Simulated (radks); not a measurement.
Values are calculated unless marked as measured or tabulated.
Dipole-allowed excitations along the series with 28 electrons in [Ar] 3d10. Code: a radial shooting solver on a logarithmic mesh with Libxc functionals. Model: scalar-relativistic Kohn-Sham, LDA (Slater exchange, VWN5 correlation), spin-unpolarised, spherical densities, finite nucleus; Fermi nuclear charge, rms radius of each element as measured or else 0.836 A^(1/3) + 0.57 fm. Time-dependent linear response with the Hartree and adiabatic LDA kernel, continuum included through the Sternheimer equations, no spin-orbit coupling, so fine structure and intercombination lines are absent. Lines are the poles of the dipole polarisability below minus the highest occupied eigenvalue, found on a grid refined at the orbital gaps; the lowest seven at most are given, and weak or close lines can be missed. The first line takes the name of the lowest orbital gap if no other gap lies below it; otherwise a line is named after a gap within 0.6 % of it, if that gap stands alone.

| species | -e(HOMO) (eV) | lowest orbital gap (eV) | first line (eV) | f | strongest line (eV) | its f | static alpha (bohr^3) |
|---|---|---|---|---|---|---|---|
| Cu+ | 14.011 | 3d-4p 7.385 | 7.859 (3d-4p) | 0.362 | the first | 0.362 | 8.163 |
| Zn2+ | 31.233 | 3d-4p 15.541 | 16.160 (3d-4p) | 0.471 | the first | 0.471 | 2.998 |
| Ga3+ | 52.859 | 3d-4p 25.690 | 26.429 (3d-4p) | 0.526 | the first | 0.526 | 1.491 |
| Ge4+ | 78.399 | 3d-4p 37.573 | 38.429 (3d-4p) | 0.552 | the first | 0.552 | 0.8721 |
| As5+ | 107.58 | 3d-4p 51.043 | 52.021 (3d-4p) | 0.562 | 84.636 (3d-4f) | 0.597 | 0.5641 |
| Se6+ | 140.23 | 3d-4p 66.013 | 67.115 (3d-4p) | 0.564 | 107.24 (3d-4f) | 0.865 | 0.3903 |
